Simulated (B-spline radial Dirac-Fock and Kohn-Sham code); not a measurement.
**X-ray form factors of vanadium in several charge states**

The computed values come from a radial B-spline solver: Dirac-Fock densities.

Configurations: V⁶⁺ [Ne] 3s2 3p5; V⁷⁺ [Ne] 3s2 3p4; V⁸⁺ [Ne] 3s2 3p3; V¹¹⁺ [Ne] 3s2; V¹²⁺ [Ne] 3s1; V¹³⁺ [He] 2s2 2p6. The first column is f₀ of V⁶⁺, the others are differences from it.

| s (Å⁻¹) | V⁶⁺ | Δ V⁷⁺ | Δ V⁸⁺ | Δ V¹¹⁺ | Δ V¹²⁺ | Δ V¹³⁺ |
| --- | --- | --- | --- | --- | --- | --- |
| 0 | 17.000 | -1.000 | -2.000 | -5.000 | -6.000 | -7.000 |
| 0.1 | 16.465 | -0.911 | -1.831 | -4.629 | -5.573 | -6.521 |
| 0.2 | 15.040 | -0.686 | -1.398 | -3.664 | -4.455 | -5.259 |
| 0.3 | 13.157 | -0.418 | -0.875 | -2.452 | -3.035 | -3.640 |
| 0.4 | 11.268 | -0.193 | -0.424 | -1.340 | -1.709 | -2.106 |
| 0.5 | 9.669 | -0.049 | -0.125 | -0.532 | -0.721 | -0.935 |
| 0.7 | 7.580 | +0.037 | +0.071 | +0.131 | +0.142 | +0.143 |
| 0.9 | 6.433 | +0.014 | +0.032 | +0.107 | +0.146 | +0.187 |
| 1.1 | 5.572 | -0.012 | -0.023 | -0.039 | -0.034 | -0.026 |
| 1.4 | 4.358 | -0.023 | -0.049 | -0.139 | -0.172 | -0.205 |
